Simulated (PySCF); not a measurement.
Molecule: `N[C@@H]1[C@H]2CC[C@@H](N)[C@@H]12`, C₆H₁₂N₂.

Cartesian coordinates in Å; atom numbers follow the order of the lines, from 1:
```xyz
20

N     2.6297   -0.7191   -0.5298
C     1.2884   -0.2149   -0.5433
C     0.8919    0.8380    0.4433
C    -0.2088    1.7964    0.0431
C    -1.3352    0.9031   -0.4904
C    -1.1701   -0.4691    0.1911
N    -1.5404   -1.5327   -0.7331
C     0.3002   -0.5421    0.5543
H     2.6591   -1.6575   -0.9156
H     2.9894   -0.7560    0.4183
H     0.9045   -0.1500   -1.5523
H     1.6330    1.1916    1.1470
H     0.1212    2.5198   -0.7035
H    -0.5433    2.3462    0.9259
H    -1.2330    0.7574   -1.5655
H    -2.3183    1.3321   -0.2999
H    -1.7636   -0.4977    1.1257
H    -1.3748   -2.4397   -0.3103
H    -2.5270   -1.4722   -0.9609
H     0.5922   -1.2229    1.3432
```

Frames of a GFN2-xTB Langevin trajectory at 300 K; GIAO PBE0/pcSseg-1 shieldings in PySCF 2.14.0 with density-fitted response routines, gas phase, non-relativistic; equivalent atoms averaged within each frame.

Shifts are taken against calculated references (same method and geometry level): 15N (σ = 267.73 ppm) vs NH3; TMS for 13C (σ = 186.93 ppm), 1H (σ = 31.72 ppm). The references are static minima.

How do the shifts (ppm) fluctuate along the trajectory?

Answers


```tsv
time (fs)	N7	N1	C6	C8	C5	C2	C3	C4	H11	H17
optimised geometry	50.5	44.6	58.2	39.6	36.1	36.0	29.9	32.0	2.38	4.01
250	58.1	39.8	56.5	39.0	34.7	34.6	30.4	28.7	3.61	2.59
425	53.5	53.3	64.1	42.9	40.4	31.0	31.4	29.1	1.43	5.13
625	46.4	40.2	61.6	39.3	33.3	36.9	35.1	35.8	2.87	3.82
800	39.6	54.5	59.0	35.8	41.6	37.6	38.5	36.9	3.91	4.63
1000	56.4	40.7	60.2	42.5	49.6	34.1	35.2	29.8	1.72	4.08
mean of frames	50.8	45.7	60.3	39.9	39.9	34.8	34.1	32.0	2.71	4.05
standard deviation	7.7	7.5	2.9	2.9	6.5	2.6	3.3	4.0	1.11	0.96
```

5 frames give an uncertainty of the mean of about the standard deviation over 2.2 at best, since frames this close in time may not be independent; classical motion lacks zero-point vibration, and the reference would need the same averaging.
